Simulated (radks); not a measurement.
Values are calculated unless marked as measured or tabulated.
Q: Coulomb parameter of the 5d shell of the tantalum ion Ta3+ in the model configuration [Xe] 4f14 5d1 6s1, as a second difference U = [E(n + 0.5) + E(n - 0.5) - 2 E(n)] / (0.5)^2 with all orbitals relaxed. "Bare": the charge of the atom changes with n. "Screened": the 6s shell takes up the change at fixed total charge, which measures U(5d,5d) + U(6s,6s) - 2 U(5d,6s). Code: a radial shooting solver on a logarithmic mesh with Libxc functionals. Model: Dirac Kohn-Sham, PBE, spin-unpolarised, spherical densities, finite nucleus; open shells are shared between the two j in proportion to 2j + 1; Fermi nuclear charge, rms radius 5.3507 fm. Estimate both.

A: U(bare) = 11.741 eV, U(screened by 6s) = 0.893 eV.
